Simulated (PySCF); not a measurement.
Geometry:
```tsv
atom	x (Å)	y (Å)	z (Å)
C1	2.543	0.233	0.080
Si2	0.819	-0.293	0.592
C3	-0.198	-1.059	-0.809
C4	-1.686	-0.737	-0.563
Si5	-1.792	1.003	0.177
N6	-0.229	1.062	0.948
H7	3.152	-0.642	-0.199
H8	3.065	0.749	0.902
H9	2.502	0.918	-0.781
H10	0.951	-1.235	1.756
H11	0.143	-0.587	-1.747
H12	-0.022	-2.141	-0.924
H13	-2.296	-0.850	-1.474
H14	-2.107	-1.433	0.182
H15	-2.931	1.154	1.138
H16	-1.973	2.069	-0.865
H17	0.045	1.814	1.569
```

Geometry: PBE0-D3(BJ)/def2-SVP; GIAO shifts from PySCF, gas phase, non-relativistic, averaged over equivalent atoms.

At PBE0/pcSseg-1 (171 basis functions, 20 s wall time on 1 thread of an Arm Neoverse V1, shared host):
```json
{"atoms": "C3", "δ (ppm)": "9.9"}
{"atoms": "C4", "δ (ppm)": "6.4"}
{"atoms": "C1", "δ (ppm)": "0.7"}
{"atoms": "Si2", "δ (ppm)": "2.7"}
{"atoms": "Si5", "δ (ppm)": "-20.7"}
{"atoms": "N6", "δ (ppm)": "19.2"}
{"atoms": "H10", "δ (ppm)": "4.93"}
{"atoms": "H15", "δ (ppm)": "4.88"}
{"atoms": "H16", "δ (ppm)": "4.86"}
{"atoms": "H13", "δ (ppm)": "1.06"}
{"atoms": "H12", "δ (ppm)": "1.06"}
{"atoms": "H14", "δ (ppm)": "0.97"}
{"atoms": "H11", "δ (ppm)": "0.54"}
{"atoms": "H7/H8/H9", "δ (ppm)": "0.22"}
{"atoms": "H17", "δ (ppm)": "-0.16"}
```

Shifts are taken against calculated references (same method and geometry level): ¹³C (σ = 184.41 ppm), ²⁹Si (σ = 351.99 ppm), ¹H (σ = 31.27 ppm) vs TMS; ¹⁵N (σ = 265.67 ppm) vs NH3.

Task: Estimate the result of repeating the calculation with WP04/pcSseg-1.

Result: 
```csv
atoms,δ at WP04/pcSseg-1,change
C3,11.0,+1.1
C4,8.5,+2.1
C1,0.8,+0.1
Si2,-5.2,-7.9
Si5,-26.6,-5.9
N6,10.1,-9.1
H10,4.22,-0.71
H15,4.13,-0.75
H16,4.13,-0.73
H13,0.91,-0.15
H12,0.91,-0.15
H14,0.80,-0.17
H11,0.47,-0.07
H7/H8/H9,0.21,-0.01
H17,-0.20,-0.04
```

Chemical shifts δ = σref − σ; TMS for ¹³C (σ = 172.44 ppm) and ²⁹Si (σ = 338.69 ppm) and ¹H (σ = 31.56 ppm); ¹⁵N (σ = 246.90 ppm) vs NH3, all at this level.

The largest change is at N6 (nitrogen bonded to 2 Si, H, in a 5-membered ring). Cost: 171 basis functions, 18 s wall time on 1 thread of an Arm Neoverse V1, shared host. The order of the carbon signals is the same at both levels.

Experimental scales use liquid or dissolved standards, which lie at an offset from isolated NH3 (liquid NH3: subtract about 20 ppm).
